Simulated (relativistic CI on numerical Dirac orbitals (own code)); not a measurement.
**Pm24+: sensitivity of the levels to the model**

Base calculation: Dirac-Coulomb-Breit CI, orbitals from a KLI potential per configuration, model QED, unscaled Slater integrals.

Configuration list (outside the closed core [Ar] 3d10): 4s2.4p6.4d, 4s2.4p5.4d2, 4s2.4p6.4f, 4s.4p6.4d2, 4s2.4p5.4d.4f, 4s.4p6.4d.4f, 4s2.4p6.5s, 4s2.4p6.5p, 4s2.4p6.5d, 4s2.4p5.4d.5s, 4s2.4p6.5f, 4s2.4p5.4d.5p, 4s2.4p6.5g, 4p6.4d2.4f, 4s2.4p6.6s, 4s.4p6.4f.5s, 4s.4p6.4d.5s, 4s2.4p6.6p, 4s2.4p5.4d.5d, 4p6.4d3, 4p5.4d4, 4p5.4d3.4f, 4p6.4d.4f2, 4p5.4d2.4f2, 4p6.4f3, 4p5.4d.4f3, 4p6.4f2.5s, 4s.4p6.4f2, 4s.4p5.4f3. Double excitations out of closed p, d and f shells are left out; levels of such configurations are missing from the list, as are those of other unlisted configurations, and high levels can miss mixing partners. These lack a partner that the ground configuration has and come out too high: 4s2.4p5.4d.5s, 4s2.4p5.4d.5p, 4s2.4p5.4d.5d, 4s2.4p6.5p, 4s2.4p6.5d.

The lowest level and the first level of each name with at least 55 % of one term (blank where a level has no safe partner in the second run):

```csv
Level,Base (cm⁻¹),Shift (cm⁻¹)
4s2.4p6.4d 2D_3/2,0,0
4s2.4p6.4d 2D_5/2,50101,-3
4s2.4p5.4d2 4D°_1/2,843710,-108
4s2.4p5.4d2 4D°_3/2,848358,-109
4s2.4p5.4d2 4D°_7/2,903065,-115
4s2.4p5.4d2 4G°_9/2,905566,-114
4s2.4p5.4d2 4G°_11/2,921854,-114
4s2.4p5.4d2 4F°_9/2,967171,-115
4s2.4p5.4d2 2H°_11/2,970041,-114
4s2.4p5.4d2 2G°_9/2,1003386,-115
4s2.4p5.4d2 2P°_1/2,1004919,-114
4s2.4p5.4d2 2P°_3/2,1071696,-115
4s2.4p6.4f 2F°_7/2,1141632,-504
4s.4p6.4d2 4F_3/2,1686429,-186
4s.4p6.4d2 4F_5/2,1705231,-182
4s.4p6.4d2 4F_7/2,1735530,-182
4s.4p6.4d2 4P_1/2,1737672,-191
4s.4p6.4d2 4P_3/2,1758640,-188
4s.4p6.4d2 4P_5/2,1762094,-183
4s.4p6.4d2 4F_9/2,1763500,-180
4s.4p6.4d2 2D_3/2,1810328,-183
4s.4p6.4d2 2G_7/2,1822031,-181
```

At this charge energies of transitions that change n are usually good to better than 1 %, and those within a shell (Δn = 0) to a few per cent.

(1) One thing was changed in a second run, which moved the levels as shown. Which?
A. non-relativistic limit
B. configuration mixing switched off
C. QED terms removed
D. one mean potential for all configurations
E. Breit term removed

Answers

(1) D. One mean potential for all configurations. One potential for all configurations removes the relaxation of the orbitals, which moves whole configurations and changes the integrals a little.

LS names give the leading component of a level, which can be under half, so a name can repeat, a term be missing and a line seem to break the LS rules.
